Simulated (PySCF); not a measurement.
## Electron correlation in Br(3+) (bromine, charge +3)

[Ar] 3d10 4s2 4p2, high-spin 3P determinant. Computed with PySCF 2.14 in aug-cc-pVTZ-PP with ECP10MDF (6s5p4d2f, 55 functions), with a scalar-relativistic core potential. Frozen: 3s2 3p6 3d10; 4 electrons correlated.

MP2 pair energies summed by pair of shells (mhartree):

```tsv
pair	energy	share (%)
4s-4p	-38.08	63.1
4s-4s	-16.25	26.9
4p-4p	-5.98	9.9
```

Total MP2 correlation energy: -60.30 mhartree.

Same-spin part -9.70 and opposite-spin part -50.60 mhartree; SCS-MP2 scales them by 1/3 and 6/5 to -63.95 mhartree.
